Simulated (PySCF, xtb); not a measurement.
hexachlorodisilane (Cl₆Si₂), SMILES Cl[Si](Cl)(Cl)[Si](Cl)(Cl)Cl.

GFN2-xTB in xtb at its own geometry gives an orbital gap of 4.91 eV and a dipole moment of 0.00 D.

Geometry optimised at PBE0-D3(BJ)/def2-SVP. The values are those of a single conformer.

Question: What does B3LYP/def2-TZVP (PySCF) give? (An estimate is asked for; the answer gives what the named calculation found.)

Answer: gap 7.32 eV (levels -8.58 and -1.26 eV), dipole 0.00 D.
